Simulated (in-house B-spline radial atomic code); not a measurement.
A fraction x of an electron is removed from 3p in Cu III (Cu2+), starting from [Ar] 3d9 and keeping the highest spin. All numbers are computed (non-relativistic PW91, spin-polarised, spherical fractional occupations; point nucleus) with a radial B-spline atomic code at the basis-set limit, not measured.

| x | E(x) - E(0) (eV) | 3p down level (eV) |
| --- | --- | --- |
| 0 | 0.0000 | -96.089 |
| 0.09 | 8.7256 | -97.817 |
| 0.2 | 19.6030 | -99.960 |
| 0.28 | 27.6629 | -101.541 |
| 0.49 | 49.4290 | -105.774 |
| 0.5 | 50.4877 | -105.978 |
| 0.6 | ? | ? |
| 0.71 | 73.1979 | -110.327 |
| 0.77 | 79.8554 | -111.589 |
| 0.99 | ? | ? |
| 1 | 106.0833 | -116.499 |

(1) What belongs in the row x = 0.6?

(2) What belongs in the row x = 0.99?

(3) Check Janak's theorem between x = 0.09 and 0.2.

Results:

(1) An energy change of 61.1882 eV; 3p down at -108.036 eV.

(2) An energy change of 104.9194 eV; 3p down at -116.283 eV.

(3) The slope of the energy is 98.89 eV; the orbital levels give 98.89 eV (-ε of the emptying orbital, averaged over the two points).
